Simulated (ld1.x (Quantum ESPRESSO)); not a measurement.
## Re: one change to a TM potential, before and after

- Element: Re
- Generator: ld1.x (Quantum ESPRESSO) 7.5
- Type: norm-conserving Troullier–Martins (Kleinman–Bylander form)
- Functional: LDA (PZ)
- Relativity: fully relativistic
- Frozen core: [Xe] 4f14
- Valence charge: 7
- Reference configuration: 5d5 6s1.5 6p0 (charge +0.5)
- Partial waves: 6p (bound, empty): rc 3.00 bohr; 5d (bound): rc 2.65 bohr; 6s (bound): rc 2.05 bohr
- Local potential: the s channel
- Core correction: a·sin(br)/r model core inside 1.15 bohr

Open shells are filled in proportion to 2j + 1 (rel_dist='average').

Change: wave 6p (bound): rc 3.00 bohr becomes 6p (bound): rc 1.98 bohr.

Cutoffs: the cutoffs (Ry, on a coarse ladder) from which the occupation-weighted sum of valence levels, in a spherical-Bessel basis at the reference potential, stays within 10 and 1 mRy of its value at 400 Ry; they do not see the model core or the augmentation charge, which bear on the density cutoff. Errors are all-electron minus pseudo energies relative to the spin-unpolarised reference configuration.

Task: How do hardness, ghosts and transferability respond?

Result: The potential gets neither clearly harder nor softer (30 Ry and 45 Ry → 30 Ry and 45 Ry); a bound ghost appears in p, which as a rule spoils a file; of the 7 tests that both files solve, the error grows in 2 and shrinks in 0 by more than 15 % and 0.3 meV (median size 11.0 → 15.1 meV).

| quantity | base | changed |
| --- | --- | --- |
| cutoff, loose | 30 Ry | 30 Ry |
| cutoff, tight | 45 Ry | 45 Ry |
| bound ghosts | none | p1/2, p3/2 |
| error for 5d5 6s2 6p0, meV [ΔE -3.91 eV] | -0.5 | -0.5 |
| error for 5d5 6s1 6p0, meV [ΔE 5.62 eV] | -0.7 | -0.7 |
| error for 5d5 6s0 6p0, meV [ΔE 22.30 eV] | -15 | -15 |
| error for 5d5 6s0 6p2, meV [ΔE 6.04 eV] | -11 | -20 |
| error for 5d4 6s2 6p0, meV [ΔE 6.29 eV] | -36 | -36 |
| error for 5d5 6s1 6p1, meV [ΔE 0.91 eV] | -2.3 | -3.2 |
| error for 5d3 6s0 6p0, meV [ΔE 89.39 eV] | -597 | -597 |

Changed file: The cutoffs count occupied waves only; the empty 6p level needs 80 Ry at the loose tolerance. A true bound ghost makes a file unfit for plane-wave use even where its test errors are small: the radial tests pick states by their node count and pass the ghost by.
